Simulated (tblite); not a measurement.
C2H5O (SMILES C[CH]O), doublet, geometry from GFN2-xTB; GFN1-xTB in tblite.

tblite was given this input:
```
$ tblite run mol.xyz --method gfn1 --charge 0 --spin 1 --etemp 2000 --json tblite.json --no-restart

# file mol.xyz
8

C      1.19309028    -0.36928823    -0.01550432
C     -0.00932706     0.48045677    -0.15550838
O     -1.20582994    -0.08620026     0.22487613
H     -1.93007401     0.51802160     0.03896304
H     -0.03898534     1.28106100    -0.87783908
H      2.07699739     0.24879310     0.13478836
H      1.06534748    -1.03511733     0.83459159
H      1.37077470    -0.99016743    -0.90343665
```

**Question.** Write the output that tblite gives for this input, abridged.

**Answer.** 
```
xTB calculator
 | screened Coulomb repulsion
 | Coulomb electrostatics
 |  * isotropic Klopman-Ohno-Mataga-Nishimoto electrostatics
 |  * onsite third-order electrostatics
 | DFT-D3(BJ) dispersion correction

halogen bonding energy    0.0000000000000E+00 Eh
repulsion energy          1.1374007842570E-01 Eh
dispersion energy        -1.4977749182261E-03 Eh
number of electrons       1.9000000000000E+01 e
integral cutoff           1.9731147476801E+01 bohr

------------------------------------------------------------
  cycle        total energy    energy error   density error
------------------------------------------------------------
      1     -11.48008842246  -1.1592331E+01   5.8467307E-01
      2     -11.54025314943  -6.0164727E-02   3.2684249E-01
      3     -11.54206715591  -1.8140065E-03   7.4577142E-02
      4     -11.54324308961  -1.1759337E-03   1.0352816E-02
      5     -11.54336082746  -1.1773785E-04   6.7024908E-03
      6     -11.54340536247  -4.4535013E-05   2.1533864E-03
      7     -11.54341290603  -7.5435602E-06   2.0614604E-04
      8     -11.54341295861  -5.2575913E-08   5.8740718E-05
      9     -11.54341296271  -4.1082444E-09   1.9174451E-05
------------------------------------------------------------

electronic energy        -1.1655655266222E+01 Eh
total energy             -1.1543412962714E+01 Eh

Post processing:
 | Mayer-Wiberg bond orders

[Info] JSON dump of results written to 'tblite.json'
```
